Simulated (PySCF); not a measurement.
# Ca: excitation energy

Ca [Ar] 4s2 (1S) → Ca [Ar] 3d2 (3F), as a difference of total energies. All numbers are calculated (PySCF 2.14, scalar relativity by spin-free X2C-1e, in aug-cc-pVQZ-X2C). Correlated levels: valence: [Ar] frozen. The calculations carry no spin-orbit coupling.

| method | excitation energy (cm⁻¹) |
| --- | --- |
| UHF | 43705 |
| LDA | 34441 |
| PBE | 32591 |
| PBE0 | 35499 |
| r2SCAN | 32012 |
| B2PLYP | 40662 |
| wB97X | 40524 |
| M06-2X | 43342 |
| MP2 (valence) | 46468 |
| SCS-MP2 (valence) | 48552 |
